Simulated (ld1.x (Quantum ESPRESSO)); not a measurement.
What the settings do to the RRKJ potential of In

Base potential:

ld1.x (Quantum ESPRESSO) 7.5 input, shortened:

```
&input
   title='In', zed=49., rel=2, dft='PBE', iswitch=3,
   config='[Kr] 4d10 5s2 5p1 5d-2', rel_dist='average'
 /
 &inputp
   pseudotype=2, tm=.false., rho0=0.005, lloc=0,
   nlcc=.false.
 /
3
5P  2  1   1.00   0.00  2.80  2.80  0.0
5D  3  2  -2.00   0.30  3.00  3.00  0.0
5S  1  0   2.00   0.00  2.40  2.40  0.0
 &test
   configts(1)='5s2 5p1'
 /
```

Open shells are filled in proportion to 2j + 1 (rel_dist='average').

All-electron outer shells of the reference configuration (PBE, scalar-relativistic, ld1.x):

```csv
shell,level (eV),outermost node (bohr),outermost maximum (bohr)
4p,-78.13,0.42,0.82
4d,-18.62,0.40,0.94
5s,-8.21,1.02,2.16
5p,-2.52,1.14,2.85
```

Cutoffs, loose and tight: the cutoffs (Ry, on a coarse ladder) from which the occupation-weighted sum of valence levels, in a spherical-Bessel basis at the reference potential, stays within 10 and 1 mRy of its value at 400 Ry. They do not see the model core or the augmentation charge, which bear on the density cutoff. Test errors are all-electron minus pseudo excitation energies from the reference, over the configurations 5s2 5p0; 5s1 5p0; 5s2 5p0.5; 5s1 5p1; 5s1 5p2; 5s2 5p1.3; 5s0 5p3. A dash means not determined; rows that change the core or the reference have their own tests.

```csv
change,outcome,"cutoff, loose","cutoff, tight",bound ghosts,largest test error (meV)
base,generated,15 Ry,25 Ry,none,+117
wave 5p (bound): rc 2.80 bohr becomes 5p (bound): rc 2.18 bohr,generated,15 Ry,25 Ry,none,+112
wave 5s (bound): rc 2.40 bohr becomes 5s (bound): rc 2.12 bohr,generated,18 Ry,30 Ry,none,+117
scalar-relativistic,generated,15 Ry,25 Ry,none,+112
core correction a·sin(br)/r model core inside 1.78 bohr,generated,15 Ry,25 Ry,none,-200
local potential all-electron potential smoothed inside 2.75 bohr (lloc = -1),generated,18 Ry,30 Ry,none,+118
wave 5d channel at 0.3 Ry: rc 3.00 bohr becomes 5d channel at 0.3 Ry: rc 4.62 bohr,generated,15 Ry,25 Ry,none,+117
wave 5d channel at 0.3 Ry: rc 3.00 bohr becomes 5d channel at 2.25 Ry: rc 3.00 bohr,generated,15 Ry,25 Ry,none,+117
reference 5s2 5p0,generated,15 Ry,25 Ry,none,+232
```
